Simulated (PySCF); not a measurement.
Ionising KSr

PBE; K def2-SVPD, Sr def2-SVPD with ECP28; scalar-relativistic core potentials (PySCF 2.14). Neutral (UKS): doublet (σ ↑), Re = 4.456 Å, ωe = 59.8 cm⁻¹, De = 0.22 eV, HOMO -2.46 eV, LUMO -2.01 eV.

KSr⁺ (UKS): singlet (closed shell), Re = 4.264 Å, ωe = 75.6 cm⁻¹, De = 0.66 eV to K⁺ + Sr. The energies at the minima are -630.29449 hartree for KSr and -630.14756 for KSr⁺.

Task: Work out the adiabatic ionisation energy, without and with harmonic zero-point energies (1 hartree = 27.2114 eV, 1 eV = 8065.5 cm⁻¹), and the change of the bond length.

Result: At PBE: 0.14693 hartree = 3.998 eV between the minima; the zero-point term (75.6 − 59.8)/2 cm⁻¹ = +0.001 eV makes it 3.999 eV. Re changes by -19.2 pm against the neutral. The electron leaves a σ orbital, and the shorter bond of the ion fits an antibonding orbital, or a change in how ionic the bond is.

KSr⁻ (UKS): singlet (closed shell), Re = 4.739 Å, ωe = 50.3 cm⁻¹, De = 0.41 eV to K⁻ + Sr. The energies at the minima are -630.29449 hartree for KSr and -630.31996 for KSr⁻.

Task: Work out the adiabatic electron affinity, without and with harmonic zero-point energies (1 hartree = 27.2114 eV, 1 eV = 8065.5 cm⁻¹), and the change of the bond length.

Result: At PBE: 0.02547 hartree = 0.693 eV between the minima; the zero-point term (59.8 − 50.3)/2 cm⁻¹ = +0.001 eV makes it 0.694 eV. Re changes by +28.3 pm against the neutral. The electron enters a σ orbital; the charge polarises the partner, so the anion is bound more strongly.

Closed-shell solutions of metal pairs were not tested for spin polarisation, which can lower them a little. Weak bonds: KSr, KSr⁻. Basis-set superposition, not corrected here, can be much of De in a small basis, most of all at correlated wavefunction levels. For an ion De counts to the pair picked by the measured ionisation energies or electron affinities, which need not be the lowest pair at this level. The highest Kohn–Sham level is positive in this anion. Much of that is self-interaction error, but it also means that the finite basis helps to hold the extra electron. States were picked by a PBE0 search and need not be the measured ground states.
